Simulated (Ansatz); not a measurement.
Computed with Ansatz on PBE0-D4/def2-TZVP structures; ΔE is electronic, products minus reactants. CCSD(T)/CBS adds triple-zeta CCSD(T) − MP2 to the extrapolated MP2 energy (def2 sets, frozen cores). DFT in def2-TZVPP. B3LYP here is the variant with VWN-RPA as its local correlation; programs differ in this. HSE06 is defined as in plane-wave codes. For Ga outer-core shells are correlated without core-valence functions, which leaves a few kJ/mol of doubt a bond. Scalar relativity is left out up to krypton. Each species was taken in one conformer, which may not be the lowest.

`BC(=N)CF` + `[SiH3][GaH2]` → `[BH2][GaH][SiH3]` + `N=CCF`  (formal exchange of groups at a B–C bond)

| level | ΔE (kcal/mol) | difference from CCSD(T)/CBS |
| --- | --- | --- |
| revPBE-D4 | -0.5 | 0.3 |
| BLYP-D4 | 0.2 | 1.0 |
| B3LYP-D4 | 0.4 | 1.2 |
| PBE | -1.7 | -0.9 |
| BLYP | -0.5 | 0.3 |
| PBE0 | -1.1 | -0.3 |
| HSE06 | -1.1 | -0.3 |
| LC-ωPBE | -0.2 | 0.6 |
| CCSD/def2-TZVPP | -0.2 | 0.6 |
| CCSD(T)/def2-TZVPP | -0.2 | 0.6 |
| CCSD(T)/CBS | -0.8 | 0 |

Largest T1 diagnostic among the species: 0.014.

In def2-TZVPP, CCSD(T) changes the Hartree–Fock value by −2.5 kcal/mol (the triples alone add −0.0 kcal/mol) and MP2 by −1.7 kcal/mol. From BLYP to BHLYP (50 % exact exchange), in def2-TZVPP and without D4, ΔE moves by +1.4 kcal/mol. Leaving LDA and LC-ωPBE aside and taking each functional with its dispersion term where it has one, the values, not all of them listed here, spread over 2.5 kcal/mol, from PBE-D4 to CAM-B3LYP-D4.
